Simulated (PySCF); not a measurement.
# Copper: a sound run and one with changed settings

Sound run: Cu⁺ [Ar] 3d10, Cu²⁺ [Ar] 3d9. Computed with PySCF 2.14 in cc-pVDZ-DK, with the spin-free X2C one-electron Hamiltonian (Gaussian nucleus). The sound run starts from symmetry-adapted Hartree-Fock orbitals and uses a fine grid where one is needed.

A second run was set up differently.

```
species  method  sound run (hartree)  changed run (hartree)  converged
    Cu⁺     UHF          -1652.90646            -1652.90646        yes
    Cu⁺    MN15          -1655.55339            -1655.55339        yes
    Cu⁺     LDA          -1651.58966            -1651.58966        yes
   Cu²⁺     UHF          -1652.27520            -1652.27520        yes
   Cu²⁺    MN15          -1654.80158            -1654.76025        yes
   Cu²⁺     LDA          -1650.80284            -1650.82065        yes
```

Ionisation energy of Cu⁺:

```tsv
method	sound run (eV)	changed run (eV)
UHF	17.177	17.177
MN15	20.458	21.583
LDA	21.411	20.926
```

Q: What was changed?
A. basis contracted for another Hamiltonian
B. all electrons correlated in a valence basis
C. level shift left on
D. angular grid far too coarse

A: D. It used 26 angular points. A coarse angular grid integrates products of high-l functions wrongly, so density functionals can shift, and the SCF can exploit the error; Hartree-Fock and MP2 need no grid.
